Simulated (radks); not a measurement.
Coulomb parameter of the 3d shell of the titanium ion Ti+ in the model configuration [Ar] 3d1.5 4s1.5, as a second difference U = [E(n + 0.25) + E(n - 0.25) - 2 E(n)] / (0.25)^2 with all orbitals relaxed. "Bare": the charge of the atom changes with n. "Screened": the 4s shell takes up the change at fixed total charge, which measures U(3d,3d) + U(4s,4s) - 2 U(3d,4s). All-electron calculation, scalar-relativistic Kohn-Sham, PBE, spin-unpolarised, spherical densities, point nucleus. Program: a radial shooting solver on a logarithmic mesh with Libxc functionals.

| case | configuration | E - E(n) (eV) |
|---|---|---|
| start | [Ar] 3d1.5 4s1.5 | 0.000 |
| bare +0.25 | [Ar] 3d1.75 4s1.5 | -2.987 |
| bare -0.25 | [Ar] 3d1.25 4s1.5 | 3.775 |
| screened +0.25 | [Ar] 3d1.75 4s1.25 | -0.501 |
| screened -0.25 | [Ar] 3d1.25 4s1.75 | 0.683 |

U(bare) = 12.602 eV, U(screened by 4s) = 2.917 eV, against the Slater integral F0(3d,3d) = 17.662 eV with frozen orbitals.
